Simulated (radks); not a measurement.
Q: Excited configurations of neutral silicon: one electron is placed in a higher orbital outside [Ne] 3s2 3p1. The ground configuration is [Ne] 3s2 3p2. All-electron calculation, scalar-relativistic Kohn-Sham, PBE, spin-polarised, spherical densities, point nucleus; open shells are filled with parallel spins first. Program: a radial shooting solver on a logarithmic mesh with Libxc functionals. Excitation = E - E(ground); binding = E(ion) - E, where the ion is the core of charge +1; n* = 1/sqrt(2 binding) in atomic units, and the quantum defect is n - n*.

outer orbital  excitation (eV)  binding (eV)     n*  quantum defect  eigenvalue (eV)  <r> (bohr)
4p                       5.908         2.356  2.403           1.597           -1.332       8.473
5p                       6.951         1.313  3.219           1.781           -0.802       16.47
6s                       7.259         1.005  3.679           2.321           -0.662       22.74

Estimate the row for 7p.

A: excitation (eV) 7.682; binding (eV) 0.582; n* 4.835; quantum defect 2.165; eigenvalue (eV) -0.397; <r> (bohr) 39.71. The Delta-SCF ionisation energy is 8.264 eV (NIST Atomic Spectra Database: 8.152 eV, measured). Self-interaction in the functional shifts the binding energies and quantum defects, so they are the method's values and not measured ones. Open shells are spherical and high-spin; term and fine-structure splittings are not resolved.
